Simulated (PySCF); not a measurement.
**UHF on Fe (iron, neutral)**

Configuration: [Ar] 3d6 4s2, high-spin 5D determinant. All numbers are calculated (PySCF 2.14, scalar relativity by spin-free X2C-1e, in jorge-DZP-DKH (8s6p2d1f, 43 functions)).

* Total energy: -1271.294168 hartree
* One-electron energy: -1756.1299 hartree
* Hartree (Coulomb) energy: 539.8175 hartree
* Exchange energy: -54.9818 hartree
* ⟨S²⟩: 6.0150
* ⟨L²⟩: 6.012
* Sum of ⟨r⟩: 21.73 bohr
* Sum of ⟨r²⟩: 40.19 bohr²
* Traceless quadrupole moment −½Σ⟨3z² − r²⟩ along its main axis: 0.397 e·bohr²
* Langevin diamagnetic susceptibility: -31.8 ×10⁻⁶ cm³/mol
* Time after the integrals: 0.31 s of wall time on 1 thread of Intel(R) Xeon(R) Platinum 8259CL CPU @ 2.50GHz (shared host)

```tsv
shell	electrons	mean orbital energy (hartree)	spread (hartree)	rms radius, mean of both spins (bohr)
1s β	1	-263.67466	0	0.0675
1s α	1	-263.67370	0	0.0675
2s α	1	-32.48356	0	0.288
2s β	1	-32.36621	0	0.288
2p α	3	-27.55577	0.03334	0.260
2p β	3	-27.44139	0.00120	0.260
3s α	1	-4.41598	0	0.872
3s β	1	-4.06492	0	0.872
3p α	3	-2.96215	0.07528	0.937
3p β	3	-2.53840	0.05170	0.937
3d α	5	-0.66173	0.08674	1.21
3d β	1	-0.45934	0	1.21
4s α	1	-0.27820	0	3.46
4s β	1	-0.24013	0	3.46
```

Densities and radii are taken from the X2C orbitals without a picture-change correction, which distorts them close to the nucleus.
